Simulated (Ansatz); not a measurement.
Born–Oppenheimer molecular dynamics of Cl$_{2}$FGeH (5 atoms, charge 0, multiplicity 1). It goes on from the last frame of an earlier run, with new velocities.

Computed with Ansatz 0.2.0, RKS B3LYP/def2-SVP.

```yaml
ensemble: NVT, Langevin thermostat
time_step: 0.5 fs
steps_asked: 150
set_temperature: 400 K
friction: 0.001 /fs
seed: 871251
```

First frame:

```xyz
5
Properties=species:S:1:pos:R:3
Ge -0.116 0.260 -0.364
F -0.293 0.121 1.336
Cl 2.058 0.254 -0.307
Cl -0.701 2.220 -0.993
H -1.178 -0.600 -0.958
```

**Question.** How far do the bonds stretch over the last three quarters of this one trajectory? (Pairs bonded in most of those frames.)

**Answer.** 
```json
{"bond": "Ge1–F2", "mean (Å)": "1.743", "spread (Å)": "0.034", "shortest": "1.69", "longest": "1.79"}
{"bond": "Ge1–Cl3", "mean (Å)": "2.162", "spread (Å)": "0.029", "shortest": "2.13", "longest": "2.20"}
{"bond": "Ge1–Cl4", "mean (Å)": "2.150", "spread (Å)": "0.063", "shortest": "2.07", "longest": "2.23"}
{"bond": "Ge1–H5", "mean (Å)": "1.547", "spread (Å)": "0.054", "shortest": "1.46", "longest": "1.63"}
```

Mean temperature of the second half: 421 K. A run of 0.075 ps of so small a system gives no equilibrium averages.

Time of the run: 4.9 min on 1 thread of Intel(R) Xeon(R) Platinum 8488C (Sapphire Rapids) (shared host), peak memory 0.2 GiB.
